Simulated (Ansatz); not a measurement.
A nudged elastic band was laid between two geometries of CH₁₁AlSi₃ (16 atoms, charge 0, multiplicity 1).

Level of theory: RKS B3LYP-D4/def2-SVP in Ansatz 0.2.0.

| Property | Result |
| --- | --- |
| movable images | 9 |
| climbing image | yes |
| spring | 5.0 eV/Å² |
| optimiser | quadratic models (default) |
| start path | IDPP |
| force threshold | 0.05 eV/Å |
| iteration limit | 26 |
| end points | relaxed |

Initial state:

```xyz
16
Properties=species:S:1:pos:R:3
C 0.186 1.215 -1.767
Al 0.797 0.065 -0.297
Si 3.184 -0.504 -0.061
Si -0.826 -0.807 1.343
Si -3.004 -0.076 0.834
H 0.502 0.801 -2.742
H 0.658 2.212 -1.692
H -0.906 1.359 -1.795
H 3.713 -0.042 1.263
H 4.051 0.099 -1.122
H 3.385 -1.989 -0.110
H -0.823 -2.307 1.367
H -0.487 -0.358 2.733
H -3.379 -0.541 -0.537
H -3.038 1.419 0.831
H -4.036 -0.568 1.795
```

Final state:

```xyz
16
Properties=species:S:1:pos:R:3
C 0.818 2.644 -0.570
Al 0.676 0.746 -0.084
Si 2.077 -0.959 -1.182
Si -0.908 -0.095 1.599
Si -2.396 -1.618 0.587
H 0.789 2.777 -1.666
H 1.796 3.040 -0.239
H 0.035 3.276 -0.123
H 2.910 -1.692 -0.174
H 3.013 -0.405 -2.212
H 1.225 -1.988 -1.862
H -0.187 -0.854 2.673
H -1.712 0.975 2.272
H -1.625 -2.762 0.015
H -3.127 -0.952 -0.535
H -3.405 -2.155 1.548
```

(1) What changes between the two ends?

(2) Give the energies along the band, and the barrier.

The band took 4 iterations and of the order of 7 core-minutes.

## Answers

(1) No bond is made or broken. The dihedral Si3–Al2–Si4–Si5 goes from 180 to -60°.

(2) The forces met the threshold. The highest image is number 0 of 0 to 10, 0.000 eV above the first end and 0.012 eV above the last; the last end lies 0.012 eV below the first. The highest image is an end point: on this band no image between the ends rises above it.

```csv
image,path coordinate (Å),energy (eV),dihedral Si3–Al2–Si4–Si5 (°)
0,0.00,0.000,180
1,0.82,0.000,-168
2,1.64,0.000,-156
3,2.46,0.000,-144
4,3.29,-0.001,-132
5,4.12,-0.004,-120
6,4.95,-0.006,-108
7,5.78,-0.009,-96
8,6.61,-0.011,-84
9,7.44,-0.012,-72
10,8.27,-0.012,-60
```

The run took 3.6 min on 2 threads of Arm Neoverse V2, with other jobs on the host, peak memory 0.37 GiB.
